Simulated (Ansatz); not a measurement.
```xyz
4

N     0.0000    0.0000    0.0000
B     2.9946    0.0000    0.0000
B    -1.4973    2.5934    0.0000
B    -1.4973   -2.5934    0.0000
```

Basis set: pcseg-2 (spherical functions). Charge 0, multiplicity 1.

Computed with Ansatz (development build ahead of 0.2.0); each method stands on the lowest determinant of its kind that the runs found. Restricted functionals stand beside restricted open-shell atoms, which can lie above the unrestricted atoms usual in DFT and then raise those values.

(1) Give the atomization energy at this shape (free ground-state atoms in the same class of orbitals less the molecule, no zero-point energy) of singlet B₃N by PBE0 (unrestricted), PBE0 (restricted).

Results:

(1)

```json
{"method": "PBE0 (unrestricted)", "atomization energy": "0.57 eV"}
{"method": "PBE0 (restricted)", "atomization energy": "-1.79 eV"}
```

Caution: charge can spread falsely over distant fragments; the shape is not the minimum. Caution for PBE0 (unrestricted): the unrestricted determinant is a mixture of spin states. Caution for PBE0 (restricted): an unrestricted determinant lies well below; the molecule lies well above its atoms at this level.
